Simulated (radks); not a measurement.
Q: Hg XVI, 65 electrons, occupied as [Kr] 4d10 4f14 5s2 5p3. Calculated with a radial shooting solver on a logarithmic mesh with Libxc functionals: non-relativistic Kohn-Sham, PBE, spin-polarised, spherical densities, point nucleus; open shells are filled with parallel spins first (spin-orbit coupling, left out, can overturn this in heavy ions); relativity is left out, which matters for an element this heavy. Some entries of the table are withheld. Estimate them.

orbital,occ.,eigenvalue (eV),r(max) (bohr),<r^2> (bohr^2)
1s up,1,-75336.08,0.01256,0.0004784
1s down,1,-75335.56,0.01256,0.0004784
2s up,1,-12872.27,0.06823,0.007433
2s down,1,-12872.02,0.06823,0.007433
2p up,3,-12394.97,0.05291,0.005481
2p down,3,-12394.53,0.05291,0.005481
3s up,1,-3264.503,0.1862,0.04589
3s down,1,-3264.206,0.1863,0.04589
3p up,3,-3038.778,0.1751,0.04221
3p down,3,-3038.401,0.1751,0.04221
3d up,5,-2617.870,0.1375,0.03245
3d down,5,-2617.495,0.1375,0.03245
4s up,1,-936.1257,0.4141,0.2177
4s down,1,-935.4349,0.4142,0.2174
4p up,3,-837.9462,0.4129,0.2225
4p down,3,-837.1905,0.4130,0.2220
4d up,5,-657.1372,0.4046,0.2314
4d down,5,-656.2819,0.4046,0.2306
4f up,7,-413.2159,0.3590,(1)
4f down,7,-412.1315,0.3588,(2)
5s up,1,-371.1376,(3),0.9213
5s down,1,-365.7284,(4),0.9211
5p up,3,-334.8155,0.9086,1.004
5p down,0,-329.3849,0.9060,1.006

A: 
(1) 4f up <r^2> (bohr^2): 0.2504
(2) 4f down <r^2> (bohr^2): 0.2477
(3) 5s up r(max) (bohr): 0.8755
(4) 5s down r(max) (bohr): 0.8724
